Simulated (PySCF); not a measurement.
## Ionisation energy of Mo(24+) by level of theory

Mo(24+) [Ar] (1S) → Mo(25+) [Ne] 3s2 3p5 (2P), as a difference of total energies. Calculation: PySCF 2.14, in an uncontracted even-tempered set (18 s from 2.9 bohr⁻², ratio 2.5; 12 p from 3.8 bohr⁻², ratio 2.5; 5 d from 19 bohr⁻², ratio 2.7; 4 f from 28 bohr⁻², ratio 2.7); the spin-free X2C one-electron Hamiltonian (Gaussian nucleus). Correlated levels: outer shells: 1s2 frozen; virtual orbitals above 40 to 60 times the deepest correlated orbital energy dropped. The calculations carry no spin-orbit coupling.

```
                method  ionisation energy (eV)
                   UHF                  1271.0
                   LDA                  1272.4
                   PBE                  1272.4
                  PBE0                  1272.6
                r2SCAN                  1273.1
                M06-2X                  1272.9
                 M06-L                  1273.1
    MP2 (outer shells)                  1272.0
SCS-MP2 (outer shells)                  1271.8
```

A first-order spin-orbit estimate (lowest level to lowest level, LS coupling) adds -7.470 eV.

Breit and QED terms and the two-electron picture change are absent.

For comparison: 1263 ± 4 eV (semi-empirical (NIST evaluation); NIST Atomic Spectra Database, ionization energies).
